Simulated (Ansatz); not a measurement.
The same molecule with X = F, Cl, Br. Ansatz, PBE0-D4/def2-TZVP geometries, multiplicity 1. Each molecule was computed in one conformer, which needn't be the lowest.

Elements past krypton have def2 core potentials. Scalar relativity is left out up to krypton.

```
 X                   molecule  mean X–In bond length / Å  HOMO–LUMO gap (ωB97M-V/def2-TZVPP) / eV  HOMO energy (B3LYP/def2-TZVPP) / eV  HOMO–LUMO gap (PBE/def2-TZVPP) / eV
 F   `[F][In]([SH])[O][SiH3]`                      1.944                                    10.07                                -8.10                                 3.75
Cl  `[SiH3][O][In]([SH])[Cl]`                      2.306                                    10.00                                -7.96                                 3.74
```

Problem. Give the row for X = Br, `[SiH3][O][In]([SH])[Br]`. (Estimate.)

Solution. The calculation gave: 
| X | molecule | mean X–In bond length / Å | HOMO–LUMO gap (ωB97M-V/def2-TZVPP) / eV | HOMO energy (B3LYP/def2-TZVPP) / eV | HOMO–LUMO gap (PBE/def2-TZVPP) / eV |
| --- | --- | --- | --- | --- | --- |
| Br | `[SiH3][O][In]([SH])[Br]` | 2.445 | 9.88 | -7.92 | 3.68 |

From F to Br the mean X–In bond length rises at each step, by 0.501 Å in all; the HOMO–LUMO gap (ωB97M-V/def2-TZVPP) falls at each step, by 0.19 eV in all; the HOMO energy (B3LYP/def2-TZVPP) rises at each step, by 0.18 eV in all; the HOMO–LUMO gap (PBE/def2-TZVPP) falls at each step, by 0.07 eV in all. Bonds lengthen as the atom grows down the group.

B3LYP here is the variant with VWN-RPA as its local correlation; programs differ in this.

Spin–orbit coupling is left out; it splits and shifts lone-pair levels of the heavy atoms by tenths of an eV.
